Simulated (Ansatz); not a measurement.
Saddle search on Si4H12O4, closed shell by partitioned rational-function steps on PBE0-D4/def2-TZVP gradients (Ansatz 0.2.0), from this start:

```
atom    x (Å)    y (Å)    z (Å)
 Si1  -0.9209   0.2408   0.4526
  O2   0.0080   0.4186  -1.2050
 Si3   1.1229  -0.6625  -1.8542
  O4  -0.1743   1.5903   1.0621
 Si5   1.0296   2.5899   0.4818
  O6  -0.1942  -1.2564   0.6163
 Si7  -0.3004  -2.5737   1.6308
  H8  -2.0228   0.0903   1.4525
  H9  -1.1895   0.7002  -1.5150
 O10  -2.1460   0.5988  -0.8986
 H11   0.5022  -1.9860  -2.1523
 H12   1.5893  -0.0589  -3.1389
 H13   2.2835  -0.8222  -0.9366
 H14   2.2669   1.8346   0.1257
 H15   0.5558   3.3625  -0.7061
 H16   1.3529   3.5513   1.5751
 H17  -0.7621  -3.7559   0.8433
 H18  -1.2634  -2.3130   2.7449
 H19   1.0528  -2.8542   2.1953
 H20  -2.7905   1.3056  -0.7736
```

```tsv
step	energy less the last (meV)	largest force (eV/Å)	curvature followed (eV/Å²)
1	61.6	0.511	-6.09
2	2.4	0.050	-6.09
3	1.2	0.041	-6.09
4	0.9	0.019	-6.09
5	0.8	0.034	-6.09
6	0.7	0.036	-6.09
7	0.6	0.040	-6.09
8	0.5	0.042	-6.09
9	0.4	0.040	-6.09
10	0.3	0.027	-6.09
11	0.3	0.030	-6.09
12	0.2	0.033	-6.09
13	0.2	0.047	-6.09
14	0.2	0.053	-6.09
15	0.1	0.044	-6.09
16	0.0	0.022	-6.09
17	0.0	0.007	-6.09
```

The search ended at:

```
atom    x (Å)    y (Å)    z (Å)
 Si1  -0.9023   0.2345   0.4314
  O2   0.0035   0.3957  -1.2304
 Si3   1.0837  -0.6521  -1.9221
  O4  -0.1473   1.5596   1.0252
 Si5   1.0590   2.5565   0.5245
  O6  -0.2052  -1.2435   0.6244
 Si7  -0.3034  -2.5147   1.6588
  H8  -1.9934   0.1243   1.4421
  H9  -1.2035   0.6566  -1.5234
 O10  -2.1436   0.5458  -0.8878
 H11   0.4549  -1.9655  -2.2139
 H12   1.5187  -0.0355  -3.2024
 H13   2.2574  -0.8339  -1.0368
 H14   2.2809   1.8002   0.1487
 H15   0.6162   3.3768  -0.6336
 H16   1.3768   3.4580   1.6595
 H17  -0.5248  -3.7497   0.8653
 H18  -1.4216  -2.3351   2.6202
 H19   0.9760  -2.6298   2.4025
 H20  -2.7820   1.2515  -0.7524
```
